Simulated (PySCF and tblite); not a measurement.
The numbers below are computed, except where a source is named.
## Conformers and averaged properties: C₆H₁₂O, numbered as in [CH3:1][CH:2]1[CH2:3][CH2:4][O:5][CH2:6][CH2:7]1

The ensemble was built from 90 distance-geometry starts (ETKDG and KDG, MMFF94s, GFN2-xTB) and rests on PBE0-D3(BJ)/def2-SVP geometries. Energies: PBE0-D3(BJ)/def2-TZVP, with GFN2-xTB thermal terms (modes under about 100 cm⁻¹ blended into free rotors). Symmetry numbers and mirror images are counted. Conformers within 4 kcal/mol (GFN2-xTB free energy) were kept, 7 at most. GIAO shieldings: PBE0/pcSseg-1. Couplings: B3LYP/pcSseg-1 with pcJ-1 on H (gas phase; spin-dipole term only for pairs with B, N, F, Si or P). Couplings are for ¹H. Shifts are against TMS (¹H), TMS (¹³C) at the same level; of two unlike H on one atom, a is the less shielded. Programs: PySCF with density fitting and tblite.

The 6-ring runs over atoms 2–3–4–5–6–7.

```json
{"conformer": "1", "shape": "6-ring chair (all substituents equatorial)", "symmetry": "Cs", "E(GFN2) kcal/mol": "0.00", "E(DFT) kcal/mol": "0.00", "G(298.15 K) kcal/mol": "0.00", "weight %": "98.0", "dipole D": "1.37"}
{"conformer": "2", "shape": "6-ring chair (C1 axial)", "symmetry": "Cs", "E(GFN2) kcal/mol": "1.56", "E(DFT) kcal/mol": "2.10", "G(298.15 K) kcal/mol": "2.31", "weight %": "2.0", "dipole D": "1.41"}
```

Weights (%) against temperature:

```csv
T (K),1,2,S(mix) cal/mol/K
250,99.0,1.0,0.11
273.15,98.6,1.4,0.15
298.15,98.0,2.0,0.19
323.15,97.4,2.6,0.24
373.15,95.9,4.1,0.34
```

Averaged shifts at 298.15 K. ¹H: 3.87 (H4a/H6a, 2H), 3.19 (H4b/H6b, 2H), 1.13 (H3a/H7a, 2H), 1.12 (H2, 1H), 1.02 (H3b/H7b, 2H), 0.94 (H1, 3H) ppm. ¹³C: 69.1 (C4/C6), 36.7 (C3/C7), 31.8 (C2), 24.4 (C1) ppm.

Averaged couplings (Hz): ²J(H1,H1) -13.9, ³J(H1,H2) 7.3, ³J(H2,H3a) 4.2, ³J(H2,H3b) 12.2, ⁴J(H2,H4a) -0.6, ²J(H3a,H3b) -14.4, ³J(H3a,H4a) 2.1, ³J(H3a,H4b) 2.5, ⁴J(H3a,H7a) 1.9, ⁴J(H3a,H7b) -0.6, ³J(H3b,H4a) 5.1, ³J(H3b,H4b) 12.8, ²J(H4a,H4b) -13.0, ⁴J(H4a,H6b) -0.8.

Coordinates of conformer 1 (Å):

```xyz
19

C    -2.189   -0.211   -0.072
C    -0.692   -0.164   -0.330
C     0.087   -1.118    0.574
C     1.585   -0.977    0.351
O     2.020    0.344    0.534
C     1.393    1.239   -0.346
C    -0.118    1.244   -0.169
H    -2.418    0.095    0.963
H    -2.735    0.465   -0.748
H    -2.590   -1.228   -0.215
H    -0.511   -0.477   -1.377
H    -0.222   -2.163    0.400
H    -0.139   -0.885    1.630
H     2.153   -1.598    1.061
H     1.842   -1.324   -0.673
H     1.642    0.977   -1.397
H     1.820    2.233   -0.145
H    -0.579    1.939   -0.890
H    -0.357    1.619    0.842
```

Coordinates of conformer 2 (Å):

```xyz
19

C     1.563   -0.053    0.989
C     0.927   -0.046   -0.398
C     0.120    1.230   -0.670
C    -1.209    1.223    0.071
O    -1.970    0.084   -0.236
C    -1.312   -1.108    0.107
C     0.011   -1.255   -0.631
H     2.159   -0.966    1.145
H     2.233    0.811    1.119
H     0.815   -0.010    1.796
H     1.748   -0.094   -1.134
H    -0.090    1.302   -1.750
H     0.700    2.126   -0.392
H    -1.042    1.285    1.167
H    -1.818    2.095   -0.212
H    -1.995   -1.931   -0.151
H    -1.150   -1.151    1.205
H    -0.206   -1.343   -1.709
H     0.510   -2.190   -0.324
```

Shifts are unscaled: against experiment ¹³C can be off by 15 ppm or more and ¹H by 0.8 ppm.

Search and properties took 3.3 min on 1 thread of Arm Neoverse V1, on a host shared with other jobs (rough), launched as `OMP_NUM_THREADS=1 python ens_run.py task.json out`.
